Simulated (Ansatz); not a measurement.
Ansatz (an electronic-structure program) input (B3LYP-D3(BJ)/def2-TZVP):

Ansatz 0.2 input:
```yaml
crystal:
  periodic: [false, false, false]
  atoms:
    - {symbol: Si, position_ang: [-1.17638856, -0.01347339, 0.64992803]}
    - {symbol: Ge, position_ang: [0.61103056, 0.49736023, -0.80475789]}
    - {symbol: H, position_ang: [-2.01036618, -1.08641030, 0.02916349]}
    - {symbol: H, position_ang: [1.25727216, -0.78837707, -0.05357907]}
    - {symbol: H, position_ang: [1.33229037, 1.45918563, 0.24667310]}
basis:
  gaussian:
    orbitals: def2-TZVP
hamiltonian:
  xc: b3lyp
  dispersion: d3bj
magnetization: {spin_polarized: true, initial_magnetization: 1}
relax: {f_tol: 0.002, max_steps: 150}
```

End of the output:

```
782 factors; their error is unknown
mean field: 0.46 GiB planned
mean field evaluation 96: about -64444.4315 eV, gradient 2.6e-5 eV
mean field -64444.43145296 eV, -2368.2891738916 hartree, gradient 2.6e-5 eV, S^2 0.764082; 0 other end points of the search recorded, 0 dependent functions left out
the calculation of the forces begins
reference -64444.43168021 eV, -2368.2891822430 hartree; 25, 24 occupied and 78, 79 virtual orbitals, 782 factors
relax step  11: F+E_penalty+E_count = -64444.61457595 eV  Δ(F+E_penalty+E_count) = -1.294e-3 eV  max|allowed force component| = 1.106e-2 eV/Å  Δτ_max = 0.0264 Å  (37 SCF iters, accepted)
these checks for a lower state are left out or cut short: starts, cluster_reference, orbital_swaps, neighbouring_geometries, increment
integrals: 0.03 GiB planned
782 factors; their error is unknown
mean field: 0.46 GiB planned
mean field -64444.43151795 eV, -2368.2891762801 hartree, gradient 1.5e-5 eV, S^2 0.764240; 0 other end points of the search recorded, 0 dependent functions left out
the calculation of the forces begins
reference -64444.43174521 eV, -2368.2891846317 hartree; 25, 24 occupied and 78, 79 virtual orbitals, 782 factors
relax step  12: F+E_penalty+E_count = -64444.61460746 eV  Δ(F+E_penalty+E_count) = -3.151e-5 eV  max|allowed force component| = 3.683e-3 eV/Å  Δτ_max = 0.0028 Å  (32 SCF iters, accepted)
these checks for a lower state are left out or cut short: starts, cluster_reference, orbital_swaps, neighbouring_geometries, increment
integrals: 0.03 GiB planned
782 factors; their error is unknown
mean field: 0.46 GiB planned
mean field -64444.43151908 eV, -2368.2891763217 hartree, gradient 6.2e-5 eV, S^2 0.764337; 0 other end points of the search recorded, 0 dependent functions left out
the calculation of the forces begins
reference -64444.43174636 eV, -2368.2891846742 hartree; 25, 24 occupied and 78, 79 virtual orbitals, 782 factors
relax step  13: F+E_penalty+E_count = -64444.61461141 eV  Δ(F+E_penalty+E_count) = -3.955e-6 eV  max|allowed force component| = 2.730e-3 eV/Å  Δτ_max = 0.0012 Å  (28 SCF iters, accepted)
these checks for a lower state are left out or cut short: starts, cluster_reference, orbital_swaps, neighbouring_geometries, increment
integrals: 0.03 GiB planned
782 factors; their error is unknown
mean field: 0.46 GiB planned
mean field -64444.43150995 eV, -2368.2891759862 hartree, gradient 2.6e-5 eV, S^2 0.764559; 0 other end points of the search recorded, 0 dependent functions left out
the calculation of the forces begins
reference -64444.43173728 eV, -2368.2891843404 hartree; 25, 24 occupied and 78, 79 virtual orbitals, 782 factors
relax step  14: F+E_penalty+E_count = -64444.61461562 eV  Δ(F+E_penalty+E_count) = -4.206e-6 eV  max|allowed force component| = 1.267e-3 eV/Å  Δτ_max = 0.0024 Å  (32 SCF iters, accepted)
integrals: 0.03 GiB planned
782 factors; their error is unknown
mean field: 0.46 GiB planned
mean field evaluation 128: about -64444.4315 eV, gradient 5.4e-3 eV
mean field -64444.43150995 eV, -2368.2891759862 hartree, gradient 2.6e-5 eV, S^2 0.764559; 3 other end points of the search recorded, 0 dependent functions left out
the calculation of the forces begins
reference -64444.43173728 eV, -2368.2891843404 hartree; 25, 24 occupied and 78, 79 virtual orbitals, 782 factors
Total energy: -64444.61484295 eV, -2368.2959133495 hartree
Atom 0 at    -1.670876     0.230492     0.614092 Å, force     0.000352     0.000990     0.000544 eV/Å
Atom 1 at     0.550566     0.309173    -0.130492 Å, force    -0.000997     0.001267    -0.000468 eV/Å
Atom 2 at    -1.821833    -1.157790     0.009909 Å, force    -0.000004    -0.000679    -0.000350 eV/Å
Atom 3 at     1.506013    -0.878692    -0.415227 Å, force     0.001164    -0.000796     0.000015 eV/Å
Atom 4 at     1.449968     1.565102    -0.010854 Å, force    -0.000515    -0.000782     0.000258 eV/Å
Dipole moment:     0.143263    -0.005877    -0.072114 e Å
```

It need not be the lowest isomer of its formula.
